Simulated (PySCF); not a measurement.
**BI⁺: energy against distance**

Set-up: B x2c-SVPall, I x2c-SVPall; spin-free X2C with a Gaussian nucleus (PySCF 2.14). Energies in eV from B⁺ + I in their ground configurations at the same level. State: ²Σ⁺ (doublet), unpaired electrons σ ↑.

| R (Å) | BLYP | UHF-SCS-MP2 | UHF-MP2 |
| --- | --- | --- | --- |
| 1.687 | -1.953 | -1.260 | -1.565 |
| 1.766 | -2.796 | -2.091 | -2.394 |
| 1.844 | -3.282 | -2.552 | -2.849 |
| 1.903 | -3.473 | -2.716 | -3.008 |
| 1.962 | -3.553 | -2.764 | -3.048 |
| 2.021 | -3.548 | -2.720 | -2.994 |
| 2.099 | -3.445 | -2.558 | -2.814 |
| 2.197 | -3.216 | -2.243 | -2.473 |
| 2.315 | -2.867 | -1.788 | -1.983 |
| 2.472 | -2.375 | -1.203 | -1.354 |

Question: Put a parabola through the three lowest points of the BLYP curve and estimate Re, k and ωe (reduced mass 10.13 u; 1 eV/Å² = 0.16022 mdyn/Å; ωe = 1302.8·√(k/μ) cm⁻¹).

Answer: Through R = 1.903, 1.962, 2.021 Å the second-order coefficient is 12.2 eV/Å², so Re ≈ 1.988 Å, k ≈ 3.91 mdyn/Å and ωe ≈ 810 cm⁻¹. A polynomial fit of higher order to the unrounded BLYP energies gives Re = 1.987 Å, k = 3.47 mdyn/Å, ωe = 763 cm⁻¹; anharmonicity and rounding make the difference.

The higher-order fit for each curve: BLYP: Re = 1.987 Å, ωe = 763 cm⁻¹, De = 3.56 eV; UHF-SCS-MP2: Re = 1.961 Å, ωe = 840 cm⁻¹, De = 2.76 eV; UHF-MP2: Re = 1.955 Å, ωe = 861 cm⁻¹, De = 3.05 eV.

Correlated steps freeze 19 core orbitals. Correlated levels converge slowly with the basis: in double zeta they bind strong bonds too weakly, by up to about 1 eV, and carry superposition errors of some tenths. These are scalar-relativistic numbers at best; spin–orbit coupling would shift them, the dissociation energy most. For an ion De counts to the pair picked by the measured ionisation energies or electron affinities, which need not be the lowest pair at this level. The state is the lowest determinant that a PBE0 search found; another state may lie lower at other levels.
